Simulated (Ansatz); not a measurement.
`C[O][GeH]([CH3])[SiH3]` → `CO[SiH3]` + `[CH3][GeH]`  (germylene formation by 1,1-elimination)

Isolated molecules relaxed with PBE0-D4/def2-TZVP in Ansatz; ΔE leaves out vibrations. CBS: MP2 limit from def2 TZ/QZ plus the TZ coupled-cluster correction, frozen cores. Functionals use def2-TZVPP. B3LYP here is the variant with VWN-RPA as its local correlation; programs differ in this. HSE06 is defined as in plane-wave codes. For Ge outer-core shells are correlated without core-valence functions, which leaves a few kJ/mol of doubt a bond. Scalar relativity is left out up to krypton. Each species was taken in one conformer, which may not be the lowest.

`C[O][GeH]([CH3])[SiH3]`:

Cartesian coordinates in Å:
```
C 1.317 0.805 -1.803
O 0.346 -0.140 -1.438
Ge 0.159 -0.553 0.295
C -1.088 -2.043 0.292
Si -0.635 1.367 1.487
H 2.325 0.511 -1.481
H 1.320 0.888 -2.893
H 1.107 1.802 -1.389
H 1.557 -0.976 0.817
H -1.253 -2.407 1.307
H -2.042 -1.727 -0.130
H -0.683 -2.853 -0.315
H 0.296 2.517 1.336
H -0.750 1.044 2.935
H -1.976 1.766 0.980
```

`CO[SiH3]`:

Z-matrix (Å, degrees):
```
C
O 1 1.408
H 1 1.091 2 108.3
H 1 1.096 2 111.5 3 119.2
H 1 1.096 2 111.5 3 -119.2
Si 2 1.642 1 122.4 3 -179.7
H 6 1.481 2 106.5 1 179.8
H 6 1.490 2 110.9 1 59.7
H 6 1.490 2 110.9 1 -60.1
```

`[CH3][GeH]`:

```xyz
6

C    -0.415    0.352    0.136
Ge    1.165   -0.093   -0.988
H    -1.173   -0.431    0.021
H    -0.853    1.318   -0.114
H    -0.128    0.346    1.193
H     1.405   -1.493   -0.249
```

```csv
level,ΔE (kcal/mol),difference from CCSD(T)/CBS
LDA (SPW92),38.2,9.1
BLYP-D4,24.2,-4.9
r2SCAN-D4,33.0,3.9
B3LYP-D4,25.9,-3.2
HSE06-D4,32.8,3.7
BHLYP-D4,27.3,-1.8
CAM-B3LYP-D4,27.3,-1.8
ωB97X-V,31.1,2.0
B2PLYP,26.3,-2.8
r2SCAN,32.2,3.1
r2SCANh,32.0,2.9
CAM-B3LYP,24.8,-4.3
HF/def2-TZVPP,19.6,-9.5
CCSD/def2-TZVPP,29.3,0.2
HF/def2-QZVPP,18.9,-10.2
HF/CBS(def2),18.9,-10.2
CCSD(T)/CBS,29.1,0
```

Problem. What do rigid-rotor, harmonic-oscillator terms from PBE0-D4/def2-TZVP frequencies (298.15 K, 1 bar) make of the CCSD(T)/CBS value? (An estimate is asked.)

Solution. Ansatz gave: ΔZPE = -1.9 kcal/mol, ΔH = +27.4 kcal/mol, ΔS = 155 J/(mol·K), ΔG = +16.4 kcal/mol.

Largest T1 diagnostic among the species: 0.012.

In def2-TZVPP, CCSD(T) changes the Hartree–Fock value by +11.4 kcal/mol (the triples alone add +1.8 kcal/mol) and MP2 by +13.6 kcal/mol. At CCSD(T), def2-SVP lies +1.2 kcal/mol from the extrapolated value and def2-TZVPP +1.9 kcal/mol. From BLYP to BHLYP (50 % exact exchange), in def2-TZVPP and without D4, ΔE moves by +4.2 kcal/mol.
